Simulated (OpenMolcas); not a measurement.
# W4+: moving or changing the point charges

W4+ among 6 point charges of -1.5 e arranged as a tetragonal octahedron (D4h), 1.97 Å from the ion, with the axial distance 1.871 Å.
```
   1.9700    0.0000    0.0000  -1.50
   0.0000    1.9700    0.0000  -1.50
  -1.9700    0.0000    0.0000  -1.50
   0.0000   -1.9700    0.0000  -1.50
   0.0000    0.0000    1.8715  -1.50
   0.0000    0.0000   -1.8715  -1.50
```

```
Program             : OpenMolcas
Method              : SS-CASPT2, IPEA 0.25 Eh, imaginary shift 0.1 Eh (closed shells correlated: 4f 5s 5p)
Basis               : ANO-RCC-VTZP [8s7p5d3f2g1h]
Scalar Hamiltonian  : DKH2, point nucleus
Active space        : 2 electrons in 5 orbitals (5d)
State averaging     : 2S+1 = 3 even, 10 roots; 2S+1 = 1 even, 15 roots
Spin-orbit coupling : RASSI with atomic mean-field integrals over the reference wave functions
```

Runs around this geometry, states (labels of D4, the rotations of D4h). Energies in cm-1 above the lowest state or level, χT in cm3 K/mol.

| R (Å) | q (e) | Ground state | First state of that spin | First gap with spin-orbit (degeneracies) | χT at 300 K | First state of another spin |
| --- | --- | --- | --- | --- | --- | --- |
| 1.97 | -0.98 | 3E | 3A2 810 | 400 (1, 1) | 0.068 | 1E 9140 |
| 1.97 | -1.5 | 3E | 3A2 1400 | 660 (1, 1) | 0.049 | 1A1 9060 |
| 2.15 | -1.5 | 3E | 3A2 1050 | 500 (1, 1) | 0.067 | 1E 9170 |

Taking the first state of the same spin as R^-n, n = -ln(1050 / 1400) / ln(2.15 / 1.97) = 3.3 between the shortest and longest distance.

Scaling the charges by -0.98 / -1.5 = 0.65 scales the first state of the same spin by 810 / 1400 = 0.58; with fixed orbitals a first-order splitting would follow the charge.

Roots that are degenerate in the reference are averaged as groups; the widest CASPT2 spread within a group is 18 cm-1 (the 2-fold group of multiplicity 1 near 9140 cm-1 above the lowest state of its run, R = 1.97, q = -0.98). Shifts and gaps below about the spread of the groups concerned are not significant. An orbital doublet at a regular site is open to a Jahn-Teller distortion, which this geometry leaves out. Free-ion shares, where given, are those of the reference states; single-state CASPT2 does not remix them. Point charges carry no covalency, so the field is a model and not that of real ligands. No measured value stands beside these numbers.
